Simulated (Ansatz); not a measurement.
## Worked example: a bond strength in Si2H3F3 (SMILES F[Si](F)(F)[SiH3])

Si2H3F3 has 8 atoms, charge 0, and is taken as a singlet. SMILES: `F[Si](F)(F)[SiH3]`. The shape was relaxed beforehand at r2SCAN/def2-SVP.

```xyz
8

F     1.3219   -1.0568    1.5289
Si    0.5324   -0.9868    0.1280
F    -0.5000   -2.2216    0.1070
F     1.6121   -1.2559   -1.0351
Si   -0.5501    1.0493   -0.1525
H    -1.5308    1.2303    0.9564
H     0.4641    2.1422   -0.1228
H    -1.2573    1.0423   -1.4655
```

Wanted: the dissociation energy of the H6–Si5 bond into doublet H and doublet Si2H2F3 (shapes relaxed at r2SCAN/def2-SVP, no zero-point term). 1 Eh = 2625.50 kJ/mol = 27.2114 eV. Totals in Eh; open shells run unrestricted unless said.

```tsv
level	program	Si2H3F3	doublet H	doublet Si2H2F3
HF/def2-SVP	Ansatz	-877.685941	-0.499278	-877.069844
B3LYP/def2-SVP	Ansatz	-880.113761	-0.501259	-879.465966
wB97M-V/def2-SVP	Ansatz	-879.954789	-0.491712	-879.312827
```

Problem. Work out the dissociation energy at each level.

Solution. 
1. HF/def2-SVP: (-0.499278) + (-877.069844) − (-877.685941) = 0.116819 Eh = 306.7 kJ/mol = 3.18 eV.
2. B3LYP/def2-SVP: (-0.501259) + (-879.465966) − (-880.113761) = 0.146536 Eh = 384.7 kJ/mol = 3.99 eV.
3. wB97M-V/def2-SVP: (-0.491712) + (-879.312827) − (-879.954789) = 0.150250 Eh = 394.5 kJ/mol = 4.09 eV.

The levels span 307 to 394 kJ/mol; no measured value is set beside them. Hartree–Fock lacks the correlation of the bonding electrons, so it comes out low. A bond enthalpy at 298 K also holds the loss of zero-point energy and thermal terms.
